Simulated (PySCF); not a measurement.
Computed IR spectrum (relative IR intensity) of a molecule C2H5O, multiplicity 2. Geometry optimised at B3LYP-D3(BJ)/def2-TZVP. One conformer was computed; it need not be the lowest. Calculation: B3LYP-D3(BJ)/def2-TZVP in PySCF. No scaling factor is applied to the harmonic values.

```
ν (cm⁻¹)  relative intensity
--------  ------------------
293                      3.4
431                      3.0
540                       40
960                       25
1136                     4.9
1250                      24
1287                     100
1489                     5.5
1496                     2.4
1504                      11
3005                      38
3060                      34
3114                      14
3134                      14
3263                     8.0
```

Question: Which molecule gave these data?
(A) [CH2]CO
(B) [CH2]OC
(C) C[CH]O
(D) CC[O]

Answer: B, [CH2]OC
